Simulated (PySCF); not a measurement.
CH₆AlClSi.

```xyz
10

Al    -0.0315    -0.2163     0.3736
Cl     1.8237    -0.6080    -0.5745
C     -0.3900    -1.0651     2.0870
H      0.3925    -1.7842     2.3731
H     -1.3590    -1.5920     2.0717
H     -0.4607    -0.3033     2.8828
Si    -1.5211     1.3062    -0.8304
H     -2.8087     1.5319    -0.0979
H     -1.8547     0.7602    -2.1855
H     -0.8679     2.6400    -1.0304
```
Charge 0, spin multiplicity 1.

Geometry: PBE0-D3(BJ)/def2-SVP. The structure was generated by enumeration; whether it is a known compound was not checked.

Computed with HF/pcSseg-1 (PySCF). Non-relativistic, no solvent.

Computed absolute GIAO shielding of each atom: isotropic value and principal components (ppm):
| atom | σ(iso) | σ11 | σ22 | σ33 | span |
|---|---|---|---|---|---|
| Al1 | 329.0 | 201.6 | 353.1 | 432.3 | 230.7 |
| Cl2 | 914.8 | 733.3 | 987.5 | 1023.7 | 290.4 |
| C3 | 193.0 | 180.9 | 194.4 | 203.8 | 22.9 |
| H4 | 31.5 | 26.4 | 29.3 | 39.0 | 12.5 |
| H5 | 31.8 | 27.8 | 28.7 | 38.9 | 11.1 |
| H6 | 31.8 | 28.0 | 28.5 | 38.9 | 10.9 |
| Si7 | 508.4 | 498.8 | 503.2 | 523.2 | 24.5 |
| H8 | 28.8 | 25.6 | 26.7 | 34.2 | 8.6 |
| H9 | 28.7 | 25.6 | 26.6 | 33.9 | 8.3 |
| H10 | 28.7 | 25.6 | 26.6 | 33.9 | 8.3 |
